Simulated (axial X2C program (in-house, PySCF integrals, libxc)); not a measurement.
## Which molecule gave these maps?

PBE0 fields computed with an axial X2C code built on PySCF integrals, with spin–orbit coupling, near the equilibrium distance, one atom at z = 0.

The maps cover the half plane through the axis: z from -2.4 to 3.6 Å along the bond, ρ from 0.15 to 2.25 Å away from it.

log10 of the density in e/bohr³:

```
 ρ\z  -2.4  -1.8  -1.2  -0.6   0.0   0.6   1.2   1.8   2.4   3.0   3.6
0.15  -4.1  -3.1  -1.9  -0.3   1.4  -0.3  -0.5  -0.1  -1.1  -2.1  -3.2
0.45  -4.2  -3.2  -2.1  -0.8   0.2  -0.7  -0.7  -0.7  -1.3  -2.2  -3.3
0.75  -4.3  -3.3  -2.4  -1.4  -0.7  -1.1  -1.1  -1.1  -1.6  -2.5  -3.4
1.05  -4.4  -3.6  -2.7  -1.9  -1.5  -1.6  -1.6  -1.7  -2.1  -2.8  -3.7
1.35  -4.6  -3.8  -3.0  -2.4  -2.0  -2.0  -2.1  -2.2  -2.5  -3.2  -4.0
1.65  -4.9  -4.1  -3.4  -2.8  -2.5  -2.5  -2.6  -2.7  -3.0  -3.6  -4.3
1.95  -5.1  -4.4  -3.8  -3.3  -3.0  -3.0  -3.1  -3.2  -3.6  -4.0  -4.7
2.25  -5.4  -4.7  -4.1  -3.7  -3.5  -3.5  -3.6  -3.8  -4.1  -4.5  -5.1
```

Electron localisation function (collinear form, no current term, damped to 0 at low density):

```
 ρ\z  -2.4  -1.8  -1.2  -0.6   0.0   0.6   1.2   1.8   2.4   3.0   3.6
0.15  0.00  0.01  0.06  0.60  0.59  0.47  0.51  0.17  0.98  0.97  0.37
0.45  0.00  0.01  0.05  0.32  0.78  0.29  0.81  0.58  0.98  0.95  0.26
0.75  0.00  0.01  0.04  0.13  0.36  0.25  0.80  0.82  0.94  0.88  0.12
1.05  0.00  0.01  0.04  0.09  0.17  0.28  0.67  0.69  0.82  0.63  0.03
1.35  0.00  0.01  0.03  0.09  0.15  0.26  0.43  0.41  0.51  0.23  0.00
1.65  0.00  0.00  0.03  0.08  0.14  0.18  0.20  0.15  0.16  0.03  0.00
1.95  0.00  0.00  0.01  0.05  0.09  0.09  0.06  0.04  0.02  0.00  0.00
2.25  0.00  0.00  0.00  0.01  0.03  0.03  0.01  0.00  0.00  0.00  0.00
```

Axial spin density in 10⁻³ e/bohr³:

```
 ρ\z  -2.4  -1.8  -1.2  -0.6    0.0   0.6    1.2    1.8   2.4  3.0  3.6
0.15   0.0   0.0  -1.1  20.5  632.7  11.4   21.5   44.2  32.6  3.3  0.3
0.45   0.0   0.1   0.2  21.8  188.2  14.3  -18.4  -14.4  16.0  2.3  0.2
0.75   0.0   0.1   1.0  12.7   42.7   9.0  -14.8  -12.6   4.5  1.2  0.1
1.05   0.0   0.1   0.9   6.1   13.7   4.4   -6.2   -5.6   0.7  0.5  0.1
1.35   0.0   0.1   0.6   2.7    4.9   1.9   -2.1   -2.1  -0.1  0.1  0.0
1.65   0.0   0.1   0.3   1.1    1.7   0.7   -0.7   -0.7  -0.1  0.0  0.0
1.95   0.0   0.0   0.1   0.4    0.6   0.3   -0.2   -0.2  -0.1  0.0  0.0
2.25   0.0   0.0   0.1   0.1    0.2   0.1   -0.1   -0.1   0.0  0.0  0.0
```

Task: Which molecule is it?
A. SiBr⁻
B. CoC⁺
C. RfC⁻
D. CoSe⁺

Result: B. CoC⁺, with Co at z = 0 and C at z = 1.603 Å, state Ω = 3 (⟨Sz⟩ = 1.00, ⟨Lz⟩ = 2.00 at PBE0), basis Co dyall-cv3z [9s10p6d3f2g], C dyall-v3z [7s6p2d1f] (cores contracted in-house). The state is a single determinant with fixed occupations, the lowest that a limited PBE0 search found. Density functionals use the spin component along the axis (collinear). Other states lie close and PBE0, whose exact exchange favours high spin, may order them wrongly; the determinant shown need not be the ground state. The nearest other spin-free determinant of the search, M_S = 0, Λ = 3, lies 0.45 eV up at the distance of the search. Without a current term, density functionals place determinants with orbital angular momentum somewhat too high. With several unpaired electrons one determinant need not be a pure state. A state of lower Ω lies just above, and one determinant can place such states too high, so the state shown need not be the lowest. The search has Ω = 2 only 0.07 eV up. The determinant is spin-polarised beyond a pure state at some levels (its spin-free form has ⟨S²⟩ too high), which makes Re and μ there less reliable.
